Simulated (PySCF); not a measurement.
Species: C3HF2NS.
Cartesian coordinates in Å at the PBE0-D3(BJ)/def2-SVP level; atoms count from 1:
```xyz
8
C3HF2NS angstrom
F      0.0440   -0.0932   -1.8975
C      0.0101   -0.0459   -0.5849
C     -0.8888   -0.7254    0.1830
S     -0.5662   -0.3750    1.8465
C      0.7316    0.6403    1.3165
F      1.4569    1.2700    2.2030
N      0.9258    0.7237    0.0512
H     -1.6933   -1.3852   -0.1327
```

Computed, not measured: MP2 and CCSD/aug-cc-pVDZ in PySCF, restricted Hartree–Fock reference, 11 core orbitals frozen, non-relativistic, gas phase, PBE0-D3(BJ)/def2-SVP geometry.

E(HF) = -765.05401 Eh.

(1) How large is the problem?

(2) What are the MP2 and CCSD correlation energies?

(3) What is the T1 diagnostic?

(4) How does correlation change the dipole moment?

Answers

(1) 174 basis functions and 60 electrons; 11 orbitals frozen, which leaves o = 19 correlated occupied and v = 144 virtual orbitals. That is o·v = 2736 singles and o·v(o·v + 1)/2 = 3744216 distinct closed-shell doubles amplitudes before symmetry; the costliest CCSD step grows as o²v⁴ = 1.6 × 10^11.

(2) MP2 -1.1024 Eh and CCSD -1.1206 Eh, which gives totals of -766.15639 and -766.17458 Eh. That is 0.802 eV for each correlated electron at CCSD (2942 kJ/mol in all, 0.146 % of the total energy); MP2 gives 98.4 % of the CCSD value.

(3) 0.0155, below the customary warning level of 0.02. It is the norm of the spatial-orbital singles amplitudes over the root of the number of correlated electrons, so the norm is 0.096.

(4) HF gives 2.81 D and CCSD (unrelaxed density) 2.72 D, a change of -0.09 D.

No triples correction and no basis-set extrapolation were made.

The job also held the EOM ionisation roots. Hardware: one thread, x86-64 server, shared host. Cost: 6.8 min wall.
